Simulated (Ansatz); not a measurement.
Molecule: sum formula H₄BSiO₃ (charge 0, doublet). It need not be the lowest isomer of its formula. 
Structure (B3LYP-D3(BJ)/def2-TZVP (Ansatz, an electronic-structure program) minimum search):
```xyz
9

O     -1.6577    -1.4890     0.4764
B     -0.8922    -0.4587    -0.0039
O     -1.4567     0.4190    -0.8933
O      0.3895    -0.3340     0.4074
Si     1.6200     0.7287     0.0861
H     -2.3752     0.2443    -1.1231
H      1.9517     0.7003    -1.3547
H      1.2256     2.0971     0.4846
H      2.7782     0.2809     0.8834
```
Charge 0, spin multiplicity 2.

Wanted: atomisation energy (electronic, to ground-state atoms), in kcal/mol. Valence correlation only, unless marked. Open shells are spin-unrestricted. Spin-orbit coupling is left out. No relativistic terms. The coupled-cluster limit lacks core correlation, which all-electron functionals hold. Basis-set limits of correlation are two-point, X^-3; Hartree-Fock from the larger set.

| level | program | atomisation energy (kcal/mol) | minus last row |
|---|---|---|---|
| HF/cc-pV(Q+d)Z | Ansatz | 624.1 | -215.8 |
| revPBE/def2-TZVPD | Ansatz | 814.3 | -25.6 |
| B3LYP-D4/def2-TZVPD | Ansatz + dftd4 | 838.3 | -1.6 |
| MP2/cc-pV(T+d)Z | Ansatz | 835.9 | -4.0 |
| RI-MP2/CBS(cc-pV(T+d)Z,cc-pV(Q+d)Z) | Ansatz | 860.2 | 20.3 |
| CCSD/cc-pV(D+d)Z | Ansatz | 757.3 | -82.6 |
| CCSD(T)/CBS(cc-pV(T+d)Z,cc-pV(Q+d)Z) | Ansatz | 839.9 | 0.0 |
